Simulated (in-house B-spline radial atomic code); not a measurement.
Radial electron density of the antimony ion Sb⁷⁺, [Kr] 4d8. All numbers are computed (scalar-relativistic (X2C) TPSSh, spin-polarised, spherical fractional occupations, exact exchange averaged over the configuration; Fermi nucleus of rms radius 4.6802 fm) with a radial B-spline atomic code at the basis-set limit, not measured.

One-electron X2C: radii and densities carry no picture-change correction, so inner-shell <1/r> comes out high (for 1s by about 2 % at Z = 33, 5 % at 54, 10 % at 75, 30 % at 118) and <r> low.

Columns: r (bohr), 4πr²n(r) (electrons per bohr), bar.

```
0.000847    1.885 #
 0.00103    2.575 #
 0.00124    3.451 ##
 0.00151     4.69 ##
 0.00183    6.295 ###
 0.00222     8.41 ####
 0.00269    11.13 ######
 0.00326     14.6 ########
 0.00395    18.94 ##########
 0.00479    24.25 #############
  0.0058    30.47 ################
 0.00704    37.63 ####################
 0.00853    45.24 ########################
  0.0103    52.69 ###########################
  0.0125    59.47 ###############################
  0.0152    64.43 #################################
  0.0184    66.54 ###################################
  0.0223    65.57 ##################################
  0.0271    62.08 ################################
  0.0328     58.2 ##############################
  0.0398    56.74 ##############################
  0.0482    60.28 ###############################
  0.0585    69.04 ####################################
  0.0709    79.23 #########################################
  0.0859    84.63 ############################################
   0.104    80.74 ##########################################
   0.126    69.59 ####################################
   0.153    59.89 ###############################
   0.186    60.06 ###############################
   0.225    67.32 ###################################
   0.273    69.33 ####################################
   0.331     57.2 ##############################
   0.401    37.25 ###################
   0.486    23.47 ############
   0.589    21.57 ###########
   0.714    24.12 #############
   0.865    22.09 ###########
    1.05    14.92 ########
    1.27    7.503 ####
    1.54    2.716 #
    1.87   0.6943 
    2.27     0.12 
    2.75  0.01289 
    3.33 0.0007561
```

On this grid the curve has 4 maxima, near 0.0184, 0.0859, 0.273, 0.714 bohr.

The 4p down radial function P(r) = rR(r), positive near the nucleus:

| r (bohr) | P |
| --- | --- |
| 0.00103 | 0.001408 |
| 0.00151 | 0.002642 |
| 0.00222 | 0.005043 |
| 0.00326 | 0.009677 |
| 0.00479 | 0.0186 |
| 0.00704 | 0.03549 |
| 0.0103 | 0.06604 |
| 0.0152 | 0.1206 |
| 0.0223 | 0.2065 |
| 0.0328 | 0.3247 |
| 0.0482 | 0.4404 |
| 0.0709 | 0.4558 |
| 0.104 | 0.2277 |
| 0.153 | -0.2742 |
| 0.225 | -0.6918 |
| 0.331 | -0.4055 |
| 0.486 | 0.5817 |
| 0.714 | 1.259 |
| 1.05 | 0.9431 |
| 1.54 | 0.3183 |
| 2.27 | 0.04028 |
| 3.33 | 0.001384 |
